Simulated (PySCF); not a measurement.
Energy of Ge⁺ (germanium, charge +1) between two integer charges

The 4p alpha orbital of [Ar] 3d10 4s2 4p1 is emptied in steps (occupation f), with all orbitals relaxed, ending at [Ar] 3d10 4s2. Calculation: PySCF 2.14, in jorge-DZP-DKH (8s6p2d1f, 43 functions); scalar relativity by spin-free X2C-1e. The exact energy is a straight line in f; departures are measured from the line between the end points of the same method.

**Question.** Among UHF, LDA, PBE, PBE0, r2SCAN, LC-wPBE, BHandHLYP, wB97X, TPSS, HSE06, which shows the largest delocalisation error (convex curve), and which is closest to linear?

**Answer.** Most convex: LDA (-0.996 eV at f = 0.4); closest to linear: UHF (0.052 eV).

| f | UHF (eV) | LDA (eV) | PBE (eV) | PBE0 (eV) | r2SCAN (eV) | LC-wPBE (eV) | BHandHLYP (eV) | wB97X (eV) | TPSS (eV) | HSE06 (eV) |
| --- | --- | --- | --- | --- | --- | --- | --- | --- | --- | --- |
| 1 | 0.000 | 0.000 | 0.000 | 0.000 | 0.000 | 0.000 | 0.000 | 0.000 | 0.000 | 0.000 |
| 0.8 | 0.035 | -0.662 | -0.644 | -0.471 | -0.606 | -0.063 | -0.321 | -0.117 | -0.621 | -0.540 |
| 0.6 | 0.052 | -0.994 | -0.966 | -0.704 | -0.900 | -0.092 | -0.481 | -0.177 | -0.930 | -0.810 |
| 0.4 | 0.052 | -0.996 | -0.965 | -0.702 | -0.887 | -0.088 | -0.480 | -0.180 | -0.928 | -0.809 |
| 0.2 | 0.034 | -0.664 | -0.642 | -0.465 | -0.576 | -0.055 | -0.319 | -0.123 | -0.616 | -0.537 |
| 0 | 0.000 | 0.000 | 0.000 | 0.000 | 0.000 | 0.000 | 0.000 | 0.000 | 0.000 | 0.000 |

```
   method  E(f=0) − E(f=1) (eV)  −ε at f=1 (eV)  −ε at f=0.4 (eV)
      UHF                15.059          15.281            15.013
      LDA                15.738          11.614            16.565
      PBE                15.595          11.577            16.407
     PBE0                15.627          12.678            16.229
   r2SCAN                15.777          11.970            16.603
  LC-wPBE                15.728          15.320            15.824
BHandHLYP                15.579          13.574            15.983
    wB97X                15.496          14.775            15.628
     TPSS                15.591          11.714            16.381
    HSE06                15.645          12.268            16.327
```

Reference removal energy between the ground levels: 15.935 eV (measured; NIST Atomic Spectra Database, ionization energies). The calculation has no spin-orbit coupling. UHF lacks correlation.
